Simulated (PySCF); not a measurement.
## [Tm(NH3)]3+ at several levels of theory

Computed with PySCF 2.14.0 (density fitting, no spin-orbit coupling) at the geometry relaxed with PBE0:

```xyz
5
[Tm(NH3)]3+ (singlet in the valence; each metal's 4f electrons, 12 of them, lie in its core potential, out of spins and levels)
Tm    0.0000    0.0000   -0.1128
N     0.0000    0.0000    2.1597
H     0.9421    0.0000    2.6214
H    -0.4711    0.8158    2.6214
H    -0.4710   -0.8159    2.6214
```

| level | basis | state | HOMO (eV) | gap (eV) | charge on Tm1 (e) | population of f-type functions on Tm1 (polarisation alone where 4f lies in the core) | dipole about the centre of mass (D) | largest force component (eV/Å) |
| --- | --- | --- | --- | --- | --- | --- | --- | --- |
| PBE0 | Tm lcecp-1-SVP with ECP58, N def2-SVP, H def2-SVP | singlet | -28.29 | 7.84 | 2.45 | 0.01 | 4.08 | 0.01 |
| HF | the same | singlet | -31.65 | 14.47 | 2.58 | 0.01 | 3.27 | 1.26 |
| PBE0 | Tm lcecp-1-TZVP with ECP58, N def2-TZVP, H def2-TZVP | singlet | -28.19 | 7.79 | 2.55 | 0.01 | 4.15 | 0.31 |

In the lcecp rows the 4f levels are missing from HOMO and gap, and the state counts the valence alone.

Charges are Mulliken's, which hang on the basis. The relaxation used the grid (50, 194), these runs (75, 302) or, all-electron (x2c bases, spin-free X2C Hamiltonian), (99, 590).

Problem. What does PBE with Tm lcecp-1-SVP with ECP58, N def2-SVP, H def2-SVP give here?

Solution. state singlet, HOMO (eV) -26.91, gap (eV) 5.31, charge on Tm1 (e) 2.40, population of f-type functions on Tm1 (polarisation alone where 4f lies in the core) 0.01, dipole about the centre of mass (D) 4.43, largest force component (eV/Å) 0.38. Time: 2.5 s on 2 threads of Arm Neoverse V1 (shared host), from an already converged density.

In the first row's basis the gap widens with exact exchange: 5.3 eV for PBE (none); 7.8 eV for PBE0 (a fixed share); 14.5 eV for Hartree–Fock (rising or full at long range).

An lcecp potential fixes the number of 4f electrons, so in runs with it no electron can move into or out of that shell.
